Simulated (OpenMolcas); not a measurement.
Co3+ among 6 point charges of -2.2 e arranged as a trigonal prism (D3h), 1.78 Å from the ion, with a polar angle of 42.2° against the regular 49.1°. The active orbitals were held to one l.
```
   1.1963    0.0000    1.3181  -2.20
  -0.5981    1.0360    1.3181  -2.20
  -0.5981   -1.0360    1.3181  -2.20
   1.1963    0.0000   -1.3181  -2.20
  -0.5981    1.0360   -1.3181  -2.20
  -0.5981   -1.0360   -1.3181  -2.20
```

```yaml
Program: OpenMolcas 26.06
Method: CASSCF
Basis: ANO-RCC-VTZP [6s5p3d2f1g]
Scalar_Hamiltonian: DKH2, point nucleus
Active_space: 6 electrons in 5 orbitals (3d)
State_averaging: 2S+1 = 5 even, 5 roots; 2S+1 = 3 even, 45 roots; 2S+1 = 1 even, 50 roots
Spin-orbit_coupling: RASSI with atomic mean-field integrals over the reference wave functions
```

Q: What is the spin-free ground state (labels of D3, the rotations of D3h)?

A: 5E, 2-fold in its orbital part, 100 % from free-ion D terms; it has the highest spin that d6 allows.

Q: Where is the first state of the same spin?

A: 5E at 16700 cm-1 above the ground state.

Q: What are the lowest two levels with spin-orbit coupling?

A: A 2-fold level E with g = 0.00, 0.00, 12.01, then a 2-fold level 297.5 cm-1 above it. Their leading multiplicities are 5 (100 %) and 5 (100 %).

Q: What is χT at 300 K, and how does it compare with the textbook value?

A: The lowest level has 2S+1 = 5, for which the spin-only value is χT = S(S+1) / 2 = 3.000 cm3 K/mol (g = 2). The computed 5.027 at 300 K differs by +2.027, through orbital momentum, spin-orbit coupling and any other state in reach.

An orbital doublet at a regular site is open to a Jahn-Teller distortion, which this geometry leaves out. Without dynamic correlation the repulsion within the d shell is too large (B by tens of per cent), so at a given field states of lower spin stand too high. Point charges give a weaker field than real ligands, and real ions of this kind are often low spin; the high spin found here belongs to the model. Point charges carry no covalency, so the field is a model and not that of real ligands. An unlabelled pair can be two single states that coincide in this model. No measured value stands beside these numbers.

With an even number of electrons the g values are those of a degenerate or nearly degenerate non-Kramers pair.
